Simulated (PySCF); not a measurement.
BHandHLYP on As⁻ (arsenic, charge -1), [Ar] 3d10 4s2 4p4, high-spin 3P determinant. All numbers are calculated (PySCF 2.14, the spin-free X2C one-electron Hamiltonian (Gaussian nucleus), in aug-cc-pVQZ-DK (8s7p5d3f2g, 93 functions)).

```
cycle= 1 E= -2260.71449203389  delta_E= -0.00619  |g|= 0.0568  |ddm|= 1.51
cycle= 2 E= -2260.71513824356  delta_E= -0.000646  |g|= 0.0348  |ddm|= 0.409
cycle= 3 E= -2260.71536017074  delta_E= -0.000222  |g|= 0.00494  |ddm|= 0.155
cycle= 4 E= -2260.71543234908  delta_E= -7.22e-05  |g|= 0.00298  |ddm|= 0.0465
cycle= 5 E= -2260.71545761879  delta_E= -2.53e-05  |g|= 0.000714  |ddm|= 0.0251
cycle= 6 E= -2260.71546159113  delta_E= -3.97e-06  |g|= 6.1e-05  |ddm|= 0.0145
cycle= 7 E= -2260.71546160241  delta_E= -1.13e-08  |g|= 7.11e-06  |ddm|= 0.000759
cycle= 8 E= -2260.7154616026  delta_E= -1.83e-10  |g|= 1.17e-06  |ddm|= 0.000104
converged SCF energy = -2260.7154616026  <S^2> = 2.0102009  2S+1 = 3.0067929
```

Highest occupied orbital energy: 0.288 eV; ⟨L²⟩ = 2.04; populations by l: s 8.00, p 16.00, d 10.00, f 0.00.

Q: Can this result be used?

A: With care. The run converged. At BHandHLYP the highest occupied level has a positive energy, so only the finite basis holds that electron; in a semilocal or global hybrid functional this comes from self-interaction and does not mean that the real anion is unbound.
